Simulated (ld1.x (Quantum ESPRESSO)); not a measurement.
# u(r) = r·R(r): atom against pseudo-atom (cobalt)

Columns: radius, all-electron u(r) and pseudo u(r) of the 3p shell (level -65.51 eV) of cobalt in the configuration [Ne] 3s2 3p6 3d7 4s2 4p0; LDA (PZ), scalar-relativistic, PAW scheme, ld1.x (Quantum ESPRESSO) 7.5.

```json
{"r (bohr)": "0.088", "all-electron": "0.5237", "pseudo": "-0.0378"}
{"r (bohr)": "0.175", "all-electron": "0.5602", "pseudo": "-0.1437"}
{"r (bohr)": "0.262", "all-electron": "0.1320", "pseudo": "-0.3022"}
{"r (bohr)": "0.350", "all-electron": "-0.3846", "pseudo": "-0.4924"}
{"r (bohr)": "0.438", "all-electron": "-0.7943", "pseudo": "-0.6854"}
{"r (bohr)": "0.525", "all-electron": "-1.0483", "pseudo": "-0.8535"}
{"r (bohr)": "0.612", "all-electron": "-1.1682", "pseudo": "-0.9789"}
{"r (bohr)": "0.700", "all-electron": "-1.1891", "pseudo": "-1.0504"}
{"r (bohr)": "0.788", "all-electron": "-1.1439", "pseudo": "-1.0634"}
{"r (bohr)": "0.875", "all-electron": "-1.0617", "pseudo": "-1.0257"}
{"r (bohr)": "0.962", "all-electron": "-0.9610", "pseudo": "-0.9503"}
{"r (bohr)": "1.050", "all-electron": "-0.8532", "pseudo": "-0.8523"}
{"r (bohr)": "1.138", "all-electron": "-0.7473", "pseudo": "-0.7477"}
{"r (bohr)": "1.225", "all-electron": "-0.6489", "pseudo": "-0.6490"}
{"r (bohr)": "1.312", "all-electron": "-0.5592", "pseudo": "-0.5592"}
{"r (bohr)": "1.400", "all-electron": "-0.4781", "pseudo": "-0.4781"}
{"r (bohr)": "1.487", "all-electron": "-0.4074", "pseudo": "-0.4074"}
{"r (bohr)": "1.575", "all-electron": "-0.3452", "pseudo": "-0.3452"}
{"r (bohr)": "1.662", "all-electron": "-0.2921", "pseudo": "-0.2921"}
{"r (bohr)": "1.750", "all-electron": "-0.2460", "pseudo": "-0.2460"}
{"r (bohr)": "1.838", "all-electron": "-0.2067", "pseudo": "-0.2067"}
{"r (bohr)": "1.925", "all-electron": "-0.1737", "pseudo": "-0.1737"}
{"r (bohr)": "2.012", "all-electron": "-0.1458", "pseudo": "-0.1458"}
{"r (bohr)": "2.100", "all-electron": "-0.1219", "pseudo": "-0.1219"}
{"r (bohr)": "2.188", "all-electron": "-0.1018", "pseudo": "-0.1018"}
{"r (bohr)": "2.275", "all-electron": "-0.0851", "pseudo": "-0.0851"}
```

Problem. How many radial nodes do the two functions have?

Solution. The all-electron 3p function has n − l − 1 = 1; the pseudo-wave has 0, since the states of the same l below it are removed with the core.

Problem. At about which radius was the pseudo-wave matched?

Solution. 1.25 bohr. The columns agree to 0.0005 from 1.14 bohr on; several derivatives are matched, so the curves merge somewhat inside the radius.

Problem. Is the pseudo-wave norm-conserving?

Solution. No, it belongs to a PAW set: the norm inside the radius is not constrained, and the difference is carried by the augmentation charge.
